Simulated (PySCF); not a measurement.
Cl4SW, triplet, at a GFN2-xTB geometry (such geometries of metal compounds can be far from the true shape) (the multiplicity is a formal guess) (core potentials on W); DF-SVWN5/def2-SVP (PySCF).

PySCF was given this input:
```python
from pyscf import gto, scf, dft

mol = gto.Mole()
mol.atom = '''
    W     0.000372   -0.000160    0.000395
    S     1.597695   -0.688987    1.694562
    Cl   -1.520087    0.655519   -1.612248
    Cl    0.335022    2.121083    0.557249
    Cl    1.258392   -0.948693   -1.561470
    Cl   -1.578661   -1.178752    1.019869
'''
mol.basis = 'def2-svp'
mol.ecp = {'W': 'def2-svp'}
mol.charge = 0
mol.spin = 2
mol.verbose = 4
mol.build()

mf = dft.UKS(mol)
mf.xc = 'lda,vwn'
mf.grids.level = 7
mf = mf.density_fit(auxbasis='def2-universal-jkfit')
mf.kernel()
mf.analyze()
```

Output, abridged:

```
PySCF version 2.14.0

[INPUT] verbose = 4
[INPUT] num. atoms = 6
[INPUT] num. electrons = 98
[INPUT] charge = 0
[INPUT] spin (= nelec alpha-beta = 2S) = 2
[INPUT] symmetry False subgroup None
[INPUT] Mole.unit = angstrom
[INPUT] Symbol           X                Y                Z      unit          X                Y                Z       unit  Magmom
[...]
nuclear repulsion = 697.858263286031
number of shells = 52
number of NR pGTOs = 237
number of NR cGTOs = 122
basis = def2-svp
ecp = {'W': 'def2-svp'}

******** <class 'pyscf.df.df_jk.DFUKS'> ********
method = DFUKS
initial guess = minao
damping factor = 0
level_shift factor = 0
DIIS = <class 'pyscf.scf.diis.CDIIS'>
diis_start_cycle = 1
diis_space = 8
diis_damp = 0
SCF conv_tol = 1e-09
SCF conv_tol_grad = None
SCF max_cycles = 50
direct_scf = False
number electrons alpha = 50  beta = 48
XC library pyscf.dft.libxc version 7.1.2
    S. Lehtola, C. Steigemann, M. J. T. Oliveira, and M. A. L. Marques,  SoftwareX 7, 1–5 (2018)
XC functionals = lda,vwn
    P. A. M. Dirac,  Math. Proc. Cambridge Philos. Soc. 26, 376 (1930)
    F. Bloch,  Z. Phys. 57, 545 (1929)
    S. H. Vosko, L. Wilk, and M. Nusair,  Can. J. Phys. 58, 1200 (1980)
radial grids:
    Treutler-Ahlrichs [JCP 102, 346 (1995); DOI:10.1063/1.469408] (M4) radial grids

becke partition: Becke, JCP 88, 2547 (1988); DOI:10.1063/1.454033
pruning grids: <function nwchem_prune>
grids dens level: 7
symmetrized grids: False
atomic radii adjust function: <function treutler_atomic_radii_adjust>
small_rho_cutoff = 0
Set gradient conv threshold to 3.16228e-05
tot grids = 526088
init E= -2286.05303100022

cycle= 1 E= -2298.07614007157  delta_E=  -12  |g|= 0.347  |ddm|= 5.39

cycle= 2 E= -2297.42164701605  delta_E= 0.654  |g|= 1.13  |ddm|= 2.17

cycle= 3 E= -2298.08312614869  delta_E= -0.661  |g|= 0.291  |ddm|= 1.44

cycle= 4 E= -2298.09771327473  delta_E= -0.0146  |g|= 0.243  |ddm|=  1.9

cycle= 5 E= -2298.14168517304  delta_E= -0.044  |g|= 0.119  |ddm|= 1.63

cycle= 6 E= -2298.14510828287  delta_E= -0.00342  |g|= 0.0758  |ddm|= 1.37

cycle= 7 E= -2298.14575062452  delta_E= -0.000642  |g|= 0.0832  |ddm|=  1.4

cycle= 8 E= -2298.15422838857  delta_E= -0.00848  |g|= 0.034  |ddm|= 0.547

cycle= 9 E= -2298.15509354491  delta_E= -0.000865  |g|= 0.0104  |ddm|= 0.152

cycle= 10 E= -2298.15512368071  delta_E= -3.01e-05  |g|= 0.00823  |ddm|= 0.0275

cycle= 11 E= -2298.15516436269  delta_E= -4.07e-05  |g|= 0.00464  |ddm|= 0.0349

[...]
converged SCF energy = -2298.1551805841  <S^2> = 2.0051935  2S+1 = 3.0034603
Total Energy =                       -2298.155180584097252
[...]
spin_pop of  2 Cl 2pz       0.00000
spin_pop of  2 Cl 3px       0.01177
spin_pop of  2 Cl 3py      -0.00342
spin_pop of  2 Cl 3pz       0.01964
spin_pop of  2 Cl 4px       0.00454
spin_pop of  2 Cl 4py       0.00090
spin_pop of  2 Cl 4pz       0.00509
spin_pop of  2 Cl 3dxy      0.00081
spin_pop of  2 Cl 3dyz     -0.00001
spin_pop of  2 Cl 3dz^2     0.00512
spin_pop of  2 Cl 3dxz      0.00002
spin_pop of  2 Cl 3dx2-y2    0.00062
spin_pop of  3 Cl 1s        0.00000
spin_pop of  3 Cl 2s       -0.00000
spin_pop of  3 Cl 3s        0.00001
spin_pop of  3 Cl 4s        0.00002
spin_pop of  3 Cl 2px      -0.00000
spin_pop of  3 Cl 2py      -0.00000
spin_pop of  3 Cl 2pz       0.00000
spin_pop of  3 Cl 3px      -0.00486
spin_pop of  3 Cl 3py      -0.00525
spin_pop of  3 Cl 3pz       0.01626
spin_pop of  3 Cl 4px       0.00009
spin_pop of  3 Cl 4py       0.00009
spin_pop of  3 Cl 4pz       0.00156
spin_pop of  3 Cl 3dxy      0.00004
spin_pop of  3 Cl 3dyz      0.00124
spin_pop of  3 Cl 3dz^2     0.00029
spin_pop of  3 Cl 3dxz      0.00015
spin_pop of  3 Cl 3dx2-y2    0.00093
spin_pop of  4 Cl 1s        0.00000
spin_pop of  4 Cl 2s       -0.00000
spin_pop of  4 Cl 3s        0.00031
spin_pop of  4 Cl 4s        0.00027
spin_pop of  4 Cl 2px       0.00000
spin_pop of  4 Cl 2py      -0.00000
spin_pop of  4 Cl 2pz       0.00000
spin_pop of  4 Cl 3px       0.04310
spin_pop of  4 Cl 3py       0.00283
spin_pop of  4 Cl 3pz       0.05728
spin_pop of  4 Cl 4px       0.00488
spin_pop of  4 Cl 4py       0.00074
spin_pop of  4 Cl 4pz       0.00523
spin_pop of  4 Cl 3dxy      0.00210
spin_pop of  4 Cl 3dyz      0.00010
spin_pop of  4 Cl 3dz^2     0.00576
spin_pop of  4 Cl 3dxz      0.00011
spin_pop of  4 Cl 3dx2-y2    0.00053
spin_pop of  5 Cl 1s        0.00000
spin_pop of  5 Cl 2s       -0.00000
spin_pop of  5 Cl 3s        0.00006
spin_pop of  5 Cl 4s        0.00002
spin_pop of  5 Cl 2px       0.00000
spin_pop of  5 Cl 2py      -0.00000
spin_pop of  5 Cl 2pz       0.00000
spin_pop of  5 Cl 3px       0.00764
spin_pop of  5 Cl 3py      -0.00697
spin_pop of  5 Cl 3pz       0.02318
spin_pop of  5 Cl 4px       0.00131
spin_pop of  5 Cl 4py       0.00018
spin_pop of  5 Cl 4pz       0.00311
spin_pop of  5 Cl 3dxy      0.00083
spin_pop of  5 Cl 3dyz      0.00170
spin_pop of  5 Cl 3dz^2     0.00013
spin_pop of  5 Cl 3dxz      0.00048
spin_pop of  5 Cl 3dx2-y2    0.00096
In total            50.00000 | 48.00000
Dipole moment(X, Y, Z, Debye):  0.27045, -0.09884,  0.32665
```
